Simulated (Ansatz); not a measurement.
Ag3Pd was relaxed with r2SCAN-D4 (def2-SVP) in Ansatz in these states: neutral doublet, neutral quartet. The geometries follow in no particular order.

In the def2 sets Ag, Pd take a core potential; there is no spin–orbit coupling.

A:

```xyz
4

Pd   -0.2794    1.1308    0.8713
Ag    0.2600   -1.1542   -0.8751
Ag   -0.9459    1.0787   -1.6894
Ag    0.9653   -1.0553    1.6932
```

B:

```tsv
atom	x (Å)	y (Å)	z (Å)
Pd1	1.096	-0.685	-0.255
Ag2	-1.082	0.782	-0.194
Ag3	-1.257	-1.887	-0.217
Ag4	1.244	1.789	0.666
```

Question: Judge from the bond lengths which geometry belongs to which state (an estimate).

Answer: A is the neutral quartet (Pd1–Ag2 2.926 Å, Ag2–Ag4 2.665 Å, Ag2–Ag3 2.665 Å); B is the neutral doublet (Pd1–Ag2 2.627 Å, Ag2–Ag4 2.676 Å, Ag2–Ag3 2.675 Å).

At PBE0-D4/def2-TZVP a doublet lies 1.44 eV below the neutral quartet. These are the stationary points nearest to one start from a short search; other shapes may lie lower in each state.
